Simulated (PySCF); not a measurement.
Computed shifts of a molecule C5H4O, KT2/pcSseg-1 in PySCF, GIAO, gas phase, equivalent atoms averaged, in ppm (number of nuclei): ¹³C: 197.4 (1), 146.0 (2), 115.9 (2). ¹H: 7.11 (2), 5.34 (2). References: ¹⁷O against H2O (σ = 330.4 ppm); ¹³C against TMS (σ = 185.1 ppm); ¹H against TMS (σ = 31.47 ppm), references at their B3LYP-D3(BJ)/def2-TZVP geometries, non-relativistic. Geometry optimised at PBE0-D3(BJ)/def2-SVP. One conformer was computed; it need not be the lowest.

Pick the molecule that these values belong to.
A) C#C[C@@H]1C=CO1
B) C#CC1=COC1
C) C#CC1=CCO1
D) O=C1C=CC=C1

D, O=C1C=CC=C1
